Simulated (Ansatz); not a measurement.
Ansatz (an electronic-structure program) input:

Ansatz 0.2 input:
```yaml
crystal:
  periodic: [false, false, false]
  atoms:
    - {symbol: O, position_ang: [-0.00000000, -0.00000000, -1.54579592]}
    - {symbol: Si, position_ang: [0.00000000, 0.00000000, 0.00000000]}
    - {symbol: O, position_ang: [0.00000000, 0.00000000, 1.54579592]}
basis:
  gaussian:
    orbitals: def2-TZVPD
hamiltonian:
  xc: {name: wB97X-V}
total_charge: 1
magnetization: {spin_polarized: true, initial_magnetization: 1}
output: {forces: true}
```

Q: Predict the final energy.

A: -439.45393 Eh (wB97X-V/def2-TZVPD). The basis has 123 functions.
